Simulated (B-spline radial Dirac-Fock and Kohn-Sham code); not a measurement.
# Satellites and hypersatellites of the K lines of Au⁴⁰⁺

System: the Au⁴⁰⁺ ion, [Kr] 4d3.

Level of theory: Dirac-Fock (average of configuration) total-energy differences with a finite nucleus, the Breit interaction including its frequency dependence, and self-energy and vacuum-polarisation corrections; a radial finite-basis atomic code. Each two-hole energy is an average over J within one jj subconfiguration, not an observable level; in light atoms, where LS coupling holds, the j-resolved values are not observed lines, and for a K spectator the Kα1 hypersatellite is nearly forbidden. Correlation energy is missing from these numbers.

Lines without a spectator: Kα2 (K-L2) 66982.3 eV, Kα1 (K-L3) 68797.8 eV, Kβ3 (K-M2) 77614.0 eV, Kβ1 (K-M3) 78030.3 eV. Shifts in eV with one spectator hole (a dash: not computed, or left out as unreliable):

| spectator hole | Kα2 | Kα1 | Kβ3 | Kβ1 |
| --- | --- | --- | --- | --- |
| K (1s) | +1085.5 | +1180.7 | +1412.3 | +1435.5 |
| L2 (2p1/2) | +142.6 | +195.7 | – | +366.6 |
| L3 (2p3/2) | +100.5 | +113.2 | +264.3 | – |
| M2 (3p1/2) | – | +32.8 | +64.2 | +76.3 |
| M3 (3p3/2) | +16.57 | – | +53.0 | +54.8 |
| M4 (3d3/2) | +5.65 | +2.37 | – | – |
| M5 (3d5/2) | -0.29 | +4.47 | – | – |
